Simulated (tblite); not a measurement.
C8H13P.
Numbering: `[CH3:1][C:2]#[C:3]/[P:4]=[C:5](\[CH3:6])[CH:7]([CH3:8])[CH3:9]` (hydrogens: H10, H11, H12 on C1; H13, H14, H15 on C6; H16 on C7; H17, H18, H19 on C8; H20, H21, H22 on C9)

Computed geometry: GFN2-xTB, gas phase.

Q: What internal coordinates does the optimisation give?

A: 
```tsv
bond	length (pm)
C1–C2	144.5
C2≡C3	120.7
C3–P4	175.8
P4=C5	168.8
C5–C6	149.3
C5–C7	150.8
C7–C8, C7–C9	153.1
C1–H10, C1–H11, C1–H12	109.0
C6–H13, C6–H14, C6–H15	109.0
C7–H16	109.8
C8–H17 and 5 like bonds	108.8
```

Bonds in one row agree within 1 pm and their mean is given. A selection of angles:
```tsv
angle	degrees
C2–C1–H10	110.2
H10–C1–H11	108.9
C1–C2–C3	176.7
C2–C3–P4	171.2
C3–P4–C5	102.1
P4–C5–C6	125.5
P4–C5–C7	116.3
C6–C5–C7	118.2
C5–C6–H13	111.0
C5–C6–H15	110.2
H13–C6–H14	109.0
H13–C6–H15	107.7
C5–C7–C8	111.4
C5–C7–H16	107.7
C8–C7–C9	110.4
C8–C7–H16	107.5
C7–C8–H17	110.3
C7–C8–H18	111.1
H17–C8–H18	108.6
H18–C8–H19	108.2
```

Torsions: C3–P4–C5–C6 0° (synperiplanar); P4–C5–C7–C8 -111° (anticlinal). The mirror-image conformer, all signs reversed, is as good.

The 6 C–C bonds span 1.207 Å (C2≡C3, drawn triple) to 1.532 Å (C7–C8, drawn single), a spread of 0.325 Å. Of the pairs four or more bonds apart, C3···H14 is among the closest relative to their van der Waals radii: 2.41 Å, 83 % of the sum of Bondi's values. The 2 C–P bonds span 1.688 Å (P4=C5, drawn double) to 1.758 Å (C3–P4, drawn single), a spread of 0.070 Å.

Point group: C1 (no symmetry element, even within 0.4 Å). GFN2-xTB frequencies show an imaginary mode (28i cm⁻¹), so the point is no minimum at that level. 2 starts were optimised and ended at 0.00 and 0.02 kcal/mol (GFN2-xTB); the lowest of these is shown.
